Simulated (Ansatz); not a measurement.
Relaxation of CH2BClO (6 atoms, charge 0, multiplicity 1), to a largest force component of 0.015 eV/Å in at most 40 steps.

Level of theory: Ansatz 0.2.0, RKS r2SCAN-D4/def2-SVP.

```xyz
6
Properties=species:S:1:pos:R:3:forces:R:3
O 1.296 -0.729 -1.155 -0.02 -0.17 -0.76
C 0.764 -0.291 -0.168 -0.21 0.21 0.51
B -0.661 0.376 0.039 1.50 0.17 -0.75
Cl -1.943 -0.569 0.566 -1.40 -1.03 0.57
H 1.334 -0.323 0.802 0.24 0.00 0.51
H -0.790 1.536 -0.083 -0.12 0.83 -0.08
```

Q: Where does it end, and by what steps?

A: It converged. After 13 steps the energy has fallen by 0.161 eV; O1 moved furthest, 0.27 Å.

| step | energy less start (eV) | largest force component (eV/Å) | accepted |
| --- | --- | --- | --- |
| 0 | 0.0000 | 1.496 | yes |
| 1 | -0.0709 | 0.864 | yes |
| 2 | -0.0841 | 0.825 | yes |
| 3 | -0.1094 | 0.511 | yes |
| 4 | -0.1213 | 0.345 | yes |
| 5 | -0.1335 | 0.245 | yes |
| 6 | -0.1518 | 0.280 | yes |
| 7 | -0.1569 | 0.421 | yes |
| 8 | -0.1549 | 0.388 | no |
| 9 | -0.1599 | 0.100 | yes |
| 10 | -0.1601 | 0.070 | yes |
| 11 | -0.1601 | 0.119 | yes |
| 12 | -0.1605 | 0.037 | yes |
| 13 | -0.1605 | 0.009 | yes |

```xyz
6
Properties=species:S:1:pos:R:3
O 1.116 -0.528 -1.162
C 0.810 -0.258 -0.012
B -0.621 0.401 0.073
Cl -1.958 -0.607 0.573
H 1.487 -0.526 0.846
H -0.833 1.518 -0.317
```

The run took 50 s on 1 CPU thread of a shared host.
